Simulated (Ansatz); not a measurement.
Ga7As7H20, a nanocrystal cut from zinc blende GaAs (hydrogen-capped). The state is a singlet with charge 0. Geometry PBE-D4/def2-SVP.

```
atom   x (Å)   y (Å)   z (Å)
 Ga1  -2.119  -2.225  -2.438
 Ga2   2.332  -0.260   3.226
 Ga3  -1.660  -0.965   1.462
 Ga4   1.665  -1.453  -0.979
 Ga5   0.067   1.162  -3.745
 Ga6   0.482   2.356   0.180
 Ga7  -3.323   1.663  -1.252
 As8   3.017  -1.488   1.181
 As9  -0.596  -2.189  -0.379
As10  -2.070   0.231  -2.862
As11  -0.016  -1.043   3.408
As12   1.935   1.983   2.241
As13  -1.701   1.369   0.708
As14   1.404   0.912  -1.575
 H15  -3.524  -2.682  -1.874
 H16  -1.286  -3.012  -3.526
 H17   3.251  -0.362   4.498
 H18  -3.004  -1.557   2.032
 H19   2.470  -2.360  -1.984
 H20   0.760   0.156  -4.748
 H21  -0.035   2.724  -3.961
 H22   0.521   3.910  -0.077
 H23  -4.651   0.956  -0.768
 H24  -3.201   3.193  -1.631
 H25   3.299  -2.920   1.630
 H26   4.469  -1.091   0.925
 H27  -0.413  -3.610   0.155
 H28  -2.965   0.331  -4.099
 H29   0.057  -2.443   4.013
 H30  -0.591  -0.346   4.638
 H31   1.480   2.869   3.399
 H32   3.315   2.612   2.066
 H33  -2.200   2.158   1.918
 H34   2.831   1.419  -1.784
```

Single mean-field runs in def2-SVP, def2-TZVP are fitted with def2-universal-jkfit.

(1) Estimate the orbital energies around the gap (eV) in Ansatz with PBE-D4/def2-SVP, PBE-D4/def2-TZVP, r2SCAN-D4/def2-TZVP, PBE0-D4/def2-SVP, PBE0-D4/def2-TZVP.

Results:

(1) 
```
orbital  PBE-D4/def2-SVP  PBE-D4/def2-TZVP  r2SCAN-D4/def2-TZVP  PBE0-D4/def2-SVP  PBE0-D4/def2-TZVP
 HOMO−9            -7.03             -7.09                -7.39             -8.20              -8.23
 HOMO−8            -7.03             -7.09                -7.39             -8.20              -8.23
 HOMO−7            -6.60             -6.65                -6.93             -7.70              -7.72
 HOMO−6            -6.60             -6.65                -6.93             -7.70              -7.72
 HOMO−5            -6.30             -6.37                -6.64             -7.41              -7.44
 HOMO−4            -6.26             -6.30                -6.54             -7.24              -7.25
 HOMO−3            -6.25             -6.29                -6.54             -7.23              -7.25
 HOMO−2            -6.25             -6.29                -6.54             -7.23              -7.24
 HOMO−1            -5.78             -5.85                -6.08             -6.79              -6.83
   HOMO            -5.78             -5.85                -6.08             -6.79              -6.83
   LUMO            -2.15             -2.22                -2.08             -1.45              -1.51
 LUMO+1            -2.15             -2.22                -2.08             -1.44              -1.51
 LUMO+2            -1.83             -1.92                -1.72             -1.04              -1.16
 LUMO+3            -1.73             -1.87                -1.62             -1.04              -1.12
 LUMO+4            -1.72             -1.81                -1.62             -1.03              -1.11
 LUMO+5            -1.72             -1.81                -1.61             -1.01              -1.10
```
